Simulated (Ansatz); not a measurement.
One change: `NC([SiH3])[SiH2]O` becomes `NBC(N)[SiH3]`.

Ansatz, PBE0-D4/def2-TZVP geometries, multiplicity 1. Each molecule was computed in one conformer, which needn't be the lowest.

```csv
property,`NC([SiH3])[SiH2]O`
HOMO energy (B3LYP/def2-TZVPP) / eV,-6.45
HOMO–LUMO gap (ωB97M-V/def2-TZVPP) / eV,10.57
HOMO energy (ωB97M-V/def2-TZVPP) / eV,-8.98
LUMO energy (ωB97M-V/def2-TZVPP) / eV,1.59
LUMO energy (PBE0/def2-TZVPP) / eV,-0.01
HOMO energy (PBE0/def2-TZVPP) / eV,-6.68
```

Question: Give the same properties after the change, and the shifts. (Estimate.)

Answer: Ansatz gave: 
```
                               property  `NBC(N)[SiH3]`  shift
    HOMO energy (B3LYP/def2-TZVPP) / eV           -6.44   0.01
HOMO–LUMO gap (ωB97M-V/def2-TZVPP) / eV           10.96   0.39
  HOMO energy (ωB97M-V/def2-TZVPP) / eV           -9.03  -0.05
  LUMO energy (ωB97M-V/def2-TZVPP) / eV            1.94   0.35
     LUMO energy (PBE0/def2-TZVPP) / eV            0.16   0.17
     HOMO energy (PBE0/def2-TZVPP) / eV           -6.66   0.02
```

B3LYP here is the variant with VWN-RPA as its local correlation; programs differ in this.
